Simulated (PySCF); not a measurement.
**SeH: one state, many levels of theory**

State: ²Π (doublet), unpaired electrons π ↑. Set-up: PySCF, no relativity, basis sets H def2-TZVP, Se def2-TZVP. De refers to H + Se in their high-spin ground configurations, without counterpoise correction. The functionals are run spin-unrestricted. A positive dipole means H(−)Se(+).

```csv
Level,Re (Å),ωe (cm⁻¹),De (eV),μ (D)
UHF,1.458,2557,2.25,-0.66
UHF-MP2,1.462,2511,3.10,n/a
UHF-SCS-MP2,1.465,2490,3.16,n/a
UHF-CCSD,1.469,2450,3.18,n/a
UHF-CCSD(T),1.471,2431,3.21,n/a
PBE,1.484,2348,3.41,-0.55
PBEsol,1.483,2357,3.59,-0.59
r²SCAN,1.470,2427,3.41,-0.61
PBE0,1.471,2440,3.34,-0.60
B97-3,1.472,2433,3.35,-0.58
M06,1.474,2423,3.39,-0.52
```

**Question.** Which functional lies closest to UHF-CCSD(T) in De, which farthest, and by how much do they differ from it?

**Answer.** Closest is PBE0 (+0.0 pm in Re, +0.4 % in ωe, +0.13 eV in De against UHF-CCSD(T) in the same basis), farthest PBEsol (+1.2 pm in Re, -3.0 % in ωe, +0.38 eV in De). CCSD(T) converges more slowly with the basis than the functionals do and binds too weakly in this one, so the order can change at the basis-set limit.

**Question.** What does a quarter of exact exchange do here, going from PBE to PBE0?

**Answer.** PBE0 less PBE: -1.3 pm in Re, +3.9 % in ωe, -0.07 eV in De. Exact exchange removes part of the self-interaction that spreads semilocal densities, and in most molecules shortens and stiffens the bond and lowers De; so it does here.

**Question.** What does the step from GGA to meta-GGA do here, going from PBE to r²SCAN?

**Answer.** r²SCAN less PBE: -1.4 pm in Re, +3.4 % in ωe, +0.00 eV in De. 

Correlated steps freeze 9 core orbitals. Spin–orbit coupling is left out. The state was picked by a PBE0 search and need not be the measured ground state.
